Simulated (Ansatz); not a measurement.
Reaction (formal hydrolysis of a Ge–O bond): `[OH][GeH2][O][SiH3]` + H₂O → `[OH][GeH2][OH]` + `O[SiH3]`

Program: Ansatz. Geometries: PBE0-D4/def2-TZVP. ΔE: electronic, gas phase. CBS: MP2 limit from def2 TZ/QZ plus the TZ coupled-cluster correction, frozen cores. This one scheme is used for every species. DFT in def2-TZVPP. For Ge outer-core shells are correlated without core-valence functions, which leaves a few kJ/mol of doubt a bond. Scalar relativity is left out up to krypton. Each species was taken in one conformer, which may not be the lowest.

```json
{"level": "ωB97X-V", "ΔE (kcal/mol)": "4.5"}
{"level": "B2PLYP", "ΔE (kcal/mol)": "4.1"}
{"level": "PBE0", "ΔE (kcal/mol)": "3.6"}
{"level": "HF/def2-TZVPP", "ΔE (kcal/mol)": "5.0"}
{"level": "CCSD/def2-TZVPP", "ΔE (kcal/mol)": "5.3"}
{"level": "HF/CBS(def2)", "ΔE (kcal/mol)": "5.3"}
{"level": "MP2/CBS(def2)", "ΔE (kcal/mol)": "5.5"}
{"level": "CCSD/CBS(def2)", "ΔE (kcal/mol)": "5.5"}
```

Question: What does CCSD(T)/CBS give? (Best estimate.)

Answer: The calculation gave: +5.5 kcal/mol. The listed levels differ from it by -1.0, -1.4, -1.9, -0.5, -0.2, -0.2, 0.0, 0.0 kcal/mol.

Largest T1 diagnostic among the species: 0.012.

The D4 term adds +1.6 kcal/mol with B3LYP and +0.9 kcal/mol with PBE0; it sums over pairs of atoms, weighted by their polarisabilities, and B3LYP, whose exchange is more repulsive, gets the larger term. From PBE to PBE0 (25 % exact exchange), in def2-TZVPP and without D4, ΔE moves by +0.8 kcal/mol.

B3LYP here is the variant with VWN-RPA as its local correlation; programs differ in this.
